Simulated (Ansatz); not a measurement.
Stretching the O2–H3 bond in H2O2Pb (SMILES [OH][Pb][OH]) (multiplicity 1 held, fragments rigid). Energies count from the point at 0.966 Å.
Geometry at that point (charge 0, multiplicity 1):
```tsv
atom	x (Å)	y (Å)	z (Å)
Pb	0.0578	-0.1420	0.2238
O	1.1458	1.3095	-0.8134
H	0.6459	1.6195	-1.5803
O	-1.5330	0.0132	-1.1585
H	-2.2920	-0.5579	-0.9968
```

Restricted levels (R-, RO-) in cc, def2 and unpolarised 6-31G sets keep to the state of the molecule at rest. Unrestricted levels (U-) break spin symmetry where that is lower. Active spaces are followed from a long bond inwards. Levels need not reach the same state.

Correlated levels freeze the cores. Filled d and f shells under p-block atoms count as core.

Codes used: Ansatz (Gaussian orbitals). Values without a source in brackets are computed. In def2 rows elements past Kr take small-core potentials, without spin–orbit coupling.

Energies in kJ/mol.

```json
[
 {"R (Å)": "0.773", "U-r2SCAN/def2-TZVPP": "145", "U-B3LYP/def2-TZVPP": "144", "R-MP2/def2-TZVPP": "147", "FIC-NEVPT4(SD) on CASSCF(4,3)/def2-TZVPP": "145", "FIC-MRCISD+Q on CASSCF(4,3)/def2-TZVPP": "140"},
 {"R (Å)": "0.870", "U-r2SCAN/def2-TZVPP": "27", "U-B3LYP/def2-TZVPP": "27", "R-MP2/def2-TZVPP": "28", "FIC-NEVPT4(SD) on CASSCF(4,3)/def2-TZVPP": "27", "FIC-MRCISD+Q on CASSCF(4,3)/def2-TZVPP": "26"},
 {"R (Å)": "0.966", "U-r2SCAN/def2-TZVPP": "0", "U-B3LYP/def2-TZVPP": "0", "R-MP2/def2-TZVPP": "0", "FIC-NEVPT4(SD) on CASSCF(4,3)/def2-TZVPP": "0", "FIC-MRCISD+Q on CASSCF(4,3)/def2-TZVPP": "0"},
 {"R (Å)": "1.063", "U-r2SCAN/def2-TZVPP": "19", "U-B3LYP/def2-TZVPP": "19", "R-MP2/def2-TZVPP": "19", "FIC-NEVPT4(SD) on CASSCF(4,3)/def2-TZVPP": "20", "FIC-MRCISD+Q on CASSCF(4,3)/def2-TZVPP": "21"},
 {"R (Å)": "1.160", "U-r2SCAN/def2-TZVPP": "61", "U-B3LYP/def2-TZVPP": "61", "R-MP2/def2-TZVPP": "61", "FIC-NEVPT4(SD) on CASSCF(4,3)/def2-TZVPP": "63", "FIC-MRCISD+Q on CASSCF(4,3)/def2-TZVPP": "64"},
 {"R (Å)": "1.305", "U-r2SCAN/def2-TZVPP": "141", "U-B3LYP/def2-TZVPP": "141", "R-MP2/def2-TZVPP": "142", "FIC-NEVPT4(SD) on CASSCF(4,3)/def2-TZVPP": "144", "FIC-MRCISD+Q on CASSCF(4,3)/def2-TZVPP": "146"},
 {"R (Å)": "1.450", "U-r2SCAN/def2-TZVPP": "223", "U-B3LYP/def2-TZVPP": "224", "R-MP2/def2-TZVPP": "226", "FIC-NEVPT4(SD) on CASSCF(4,3)/def2-TZVPP": "226", "FIC-MRCISD+Q on CASSCF(4,3)/def2-TZVPP": "228"},
 {"R (Å)": "1.691", "U-r2SCAN/def2-TZVPP": "345", "U-B3LYP/def2-TZVPP": "347", "R-MP2/def2-TZVPP": "350", "FIC-NEVPT4(SD) on CASSCF(4,3)/def2-TZVPP": "342", "FIC-MRCISD+Q on CASSCF(4,3)/def2-TZVPP": "342"},
 {"R (Å)": "1.933", "U-r2SCAN/def2-TZVPP": "418", "U-B3LYP/def2-TZVPP": "426", "R-MP2/def2-TZVPP": "447", "FIC-NEVPT4(SD) on CASSCF(4,3)/def2-TZVPP": "422", "FIC-MRCISD+Q on CASSCF(4,3)/def2-TZVPP": "419"},
 {"R (Å)": "2.223", "U-r2SCAN/def2-TZVPP": "461", "U-B3LYP/def2-TZVPP": "469", "R-MP2/def2-TZVPP": "529", "FIC-NEVPT4(SD) on CASSCF(4,3)/def2-TZVPP": "475", "FIC-MRCISD+Q on CASSCF(4,3)/def2-TZVPP": "470"},
 {"R (Å)": "2.610", "U-r2SCAN/def2-TZVPP": "485", "U-B3LYP/def2-TZVPP": "492", "R-MP2/def2-TZVPP": "589", "FIC-NEVPT4(SD) on CASSCF(4,3)/def2-TZVPP": "503", "FIC-MRCISD+Q on CASSCF(4,3)/def2-TZVPP": "496"},
 {"R (Å)": "3.093", "U-r2SCAN/def2-TZVPP": "495", "U-B3LYP/def2-TZVPP": "500", "R-MP2/def2-TZVPP": "610", "FIC-NEVPT4(SD) on CASSCF(4,3)/def2-TZVPP": "513", "FIC-MRCISD+Q on CASSCF(4,3)/def2-TZVPP": "505"}
]
```

Doubts at one or more of the structures used: a spin-contaminated determinant (U-r2SCAN/def2-TZVPP, U-B3LYP/def2-TZVPP); a restricted determinant that unrestricted orbitals would lower (R-MP2/def2-TZVPP); active orbitals that take no part (FIC-NEVPT4(SD) on CASSCF(4,3)/def2-TZVPP, FIC-MRCISD+Q on CASSCF(4,3)/def2-TZVPP).

Ansatz is a first-principles code.
